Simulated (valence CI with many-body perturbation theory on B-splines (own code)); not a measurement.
**Er LVI: calculated level list**

Computed by valence CI with perturbative core correlation (CI+MBPT): three valence electrons over a frozen Dirac-Fock core [Ne], radial functions for each j: 11 s, 11 p, 10 d, 8 f, 5 g, 2 h, with the one-electron correlation potential Σ1, the two-electron term Σ2, the three-electron term Σ3, Breit, model QED; selected CI, second order for the rest, scaled by the run's own slope (own B-spline code, finite nucleus).

The last digits are not significant, and no measured levels were compared; by estimate large intervals hold to a few tenths of a per cent, small ones and those within an open d or f shell to about a per cent.

Levels 1 to 45 of 157, with energies above the lowest level, (3s^2 3p1/2) J=1/2. "Leading %" is the weight of the configuration and term that name the level; weights of strongly mixed levels are sums over their largest components and can fall short, so below about 35 % the name and the second component can differ from the true leading terms, or belong to a minority configuration. In the jj column 3d3/2^4 stands for four electrons in 3d with j = 3/2.

| No. | Configuration | Term | J | E (× 10³ cm⁻¹) | Leading % | Second component | Leading jj | g |
| --- | --- | --- | --- | --- | --- | --- | --- | --- |
| 1 | 3s2 3p | 2P° | 1/2 | 0.00 | 100 |  | 3s^2 3p1/2 (100 %) | 0.650 |
| 2 | 3s 3p2 | 4P | 1/2 | 1178.3 | 55 | 30 % 3s 3p2 2S | 3s 3p1/2^2 (98 %) | 2.147 |
| 3 | 3s2 3p | 2P° | 3/2 | 1963.1 | 99 |  | 3s^2 3p3/2 (99 %) | 1.323 |
| 4 | 3s 3p2 | 4P | 3/2 | 2927.7 | 90 | 8 % 3s 3p2 2D | 3s 3p1/2 3p3/2 (99 %) | 1.638 |
| 5 | 3s 3p2 | 2D | 5/2 | 3057.0 | 59 | 39 % 3s 3p2 4P | 3s 3p1/2 3p3/2 (97 %) | 1.343 |
| 6 | 3s 3p2 | 2D | 3/2 | 3215.5 | 53 | 28 % 3s 3p2 2P | 3s 3p1/2 3p3/2 (82 %) | 0.962 |
| 7 | 3s 3p2 | 2P | 1/2 | 3287.4 | 70 | 28 % 3s 3p2 4P | 3s 3p1/2 3p3/2 (98 %) | 1.245 |
| 8 | 3s2 3d | 2D | 3/2 | 3651.6 | 82 | 10 % 3s 3p2 2D | 3s^2 3d3/2 (82 %) | 0.828 |
| 9 | 3s2 3d | 2D | 5/2 | 4036.5 | 96 |  | 3s^2 3d5/2 (96 %) | 1.204 |
| 10 | 3p3 | 2P° | 3/2 | 4381.3 | 32 | 20 % 3p3 2D° | 3p1/2^2 3p3/2 (68 %) | 1.150 |
| 11 | 3s 3p 3d | 4F° | 3/2 | 4490.2 | 66 | 9 % 3s 3p 3d 2D° | 3s 3p1/2 3d3/2 (80 %) | 0.634 |
| 12 | 3s 3p 3d | 4F° | 5/2 | 4583.5 | 45 | 28 % 3s 3p 3d 2F° | 3s 3p1/2 3d3/2 (97 %) | 1.028 |
| 13 | 3s 3p 3d | 4D° | 1/2 | 4773.3 | 60 | 34 % 3s 3p 3d 2P° | 3s 3p1/2 3d3/2 (98 %) | 0.388 |
| 14 | 3s 3p 3d | 4D° | 3/2 | 4811.5 | 36 | 20 % 3s 3p 3d 4P° | 3s 3p1/2 3d3/2 (85 %) | 1.295 |
| 15 | 3s 3p2 | 4P | 5/2 | 4987.6 | 57 | 41 % 3s 3p2 2D | 3s 3p3/2^2 (97 %) | 1.420 |
| 16 | 3s 3p 3d | 4P° | 5/2 | 5033.7 | 38 | 30 % 3s 3p 3d 4D° | 3s 3p1/2 3d5/2 (99 %) | 1.350 |
| 17 | 3s 3p 3d | 4F° | 7/2 | 5129.0 | 45 | 31 % 3s 3p 3d 2F° | 3s 3p1/2 3d5/2 (98 %) | 1.242 |
| 18 | 3s 3p 3d | 2F° | 5/2 | 5206.4 | 51 | 20 % 3s 3p 3d 2D° | 3s 3p1/2 3d5/2 (97 %) | 1.040 |
| 19 | 3s 3p 3d | 2D° | 3/2 | 5245.3 | 38 | 34 % 3s 3p 3d 2P° | 3s 3p1/2 3d5/2 (86 %) | 1.113 |
| 20 | 3s 3p2 | 2S | 1/2 | 5253.0 | 68 | 17 % 3s 3p2 4P | 3s 3p3/2^2 (98 %) | 1.907 |
| 21 | 3s 3p2 | 2P | 3/2 | 5302.3 | 62 | 29 % 3s 3p2 2D | 3s 3p3/2^2 (98 %) | 1.194 |
| 22 | 3p2 3d | 2D | 3/2 | 5915.9 | 40 | 35 % 3p2 3d 4F | 3p1/2^2 3d3/2 (99 %) | 0.772 |
| 23 | 3p3 | 2D° | 5/2 | 6297.7 | 71 | 12 % 3s 3p 3d 2D° | 3p1/2 3p3/2^2 (71 %) | 1.164 |
| 24 | 3p3 | 4S° | 3/2 | 6330.4 | 48 | 44 % 3p3 2D° | 3p1/2 3p3/2^2 (92 %) | 1.408 |
| 25 | 3p3 | 2P° | 1/2 | 6448.3 | 83 | 14 % 3s 3p 3d 2P° | 3p1/2 3p3/2^2 (83 %) | 0.698 |
| 26 | 3p2 3d | 2D | 5/2 | 6462.5 | 32 | 21 % 3p2 3d 4D | 3p1/2^2 3d5/2 (98 %) | 1.193 |
| 27 | 3s 3p 3d | 4D° | 3/2 | 6553.1 | 43 | 36 % 3s 3p 3d 4P° | 3s 3p3/2 3d3/2 (98 %) | 1.301 |
| 28 | 3s 3p 3d | 4P° | 1/2 | 6564.9 | 82 | 14 % 3s 3p 3d 4D° | 3s 3p3/2 3d3/2 (97 %) | 2.213 |
| 29 | 3s 3p 3d | 4D° | 5/2 | 6573.9 | 44 | 21 % 3s 3p 3d 4F° | 3s 3p3/2 3d3/2 (81 %) | 1.237 |
| 30 | 3s 3p 3d | 4F° | 7/2 | 6600.2 | 41 | 32 % 3s 3p 3d 2F° | 3s 3p3/2 3d3/2 (90 %) | 1.246 |
| 31 | 3s 3p 3d | 2D° | 3/2 | 6793.0 | 63 | 22 % 3s 3p 3d 4P° | 3s 3p3/2 3d3/2 (83 %) | 0.984 |
| 32 | 3s 3p 3d | 4F° | 9/2 | 6851.1 | 100 |  | 3s 3p3/2 3d5/2 (100 %) | 1.323 |
| 33 | 3s 3p 3d | 2F° | 5/2 | 6901.9 | 68 | 8 % 3s 3p 3d 4F° | 3s 3p3/2 3d3/2 (91 %) | 0.959 |
| 34 | 3s 3p 3d | 2P° | 1/2 | 6936.2 | 67 | 20 % 3s 3p 3d 4D° | 3s 3p3/2 3d3/2 (86 %) | 0.608 |
| 35 | 3s 3p 3d | 2D° | 5/2 | 7019.4 | 48 | 37 % 3s 3p 3d 4P° | 3s 3p3/2 3d5/2 (96 %) | 1.334 |
| 36 | 3s 3p 3d | 2F° | 7/2 | 7089.8 | 64 | 30 % 3s 3p 3d 4D° | 3s 3p3/2 3d5/2 (92 %) | 1.224 |
| 37 | 3s 3p 3d | 2P° | 3/2 | 7108.1 | 43 | 38 % 3s 3p 3d 2D° | 3s 3p3/2 3d5/2 (82 %) | 1.156 |
| 38 | 3s 3p 3d | 2F° | 7/2 | 7223.9 | 72 | 20 % 3s 3p 3d 4D° | 3s 3p3/2 3d5/2 (98 %) | 1.197 |
| 39 | 3s 3p 3d | 2P° | 1/2 | 7297.8 | 84 | 6 % 3p3 2P° | 3s 3p3/2 3d5/2 (90 %) | 0.701 |
| 40 | 3s 3p 3d | 2P° | 3/2 | 7371.4 | 77 | 8 % 3s 3p 3d 4P° | 3s 3p3/2 3d5/2 (98 %) | 1.302 |
| 41 | 3s 3p 3d | 2D° | 5/2 | 7389.7 | 63 | 26 % 3s 3p 3d 2F° | 3s 3p3/2 3d5/2 (93 %) | 1.114 |
| 42 | 3p2 3d | 2F | 5/2 | 7690.5 | 50 | 35 % 3p2 3d 4F | 3p1/2 3p3/2 3d3/2 (92 %) | 0.938 |
| 43 | 3p2 3d | 4F | 3/2 | 7747.4 | 40 | 24 % 3p2 3d 4D | 3p1/2 3p3/2 3d3/2 (98 %) | 0.911 |
| 44 | 3p2 3d | 4D | 1/2 | 7767.4 | 81 | 16 % 3p2 3d 2P | 3p1/2 3p3/2 3d3/2 (99 %) | 0.166 |
| 45 | 3p2 3d | 2G | 7/2 | 7794.6 | 48 | 27 % 3p2 3d 2F | 3p1/2 3p3/2 3d3/2 (94 %) | 1.031 |

The ionisation energy to 3s2 1S_0 of the next ion comes out as 5455.8 eV (NIST: 5455 ± 5 eV (theoretical)). All 157 levels together are meant to be complete up to 21492 × 10³ cm⁻¹.
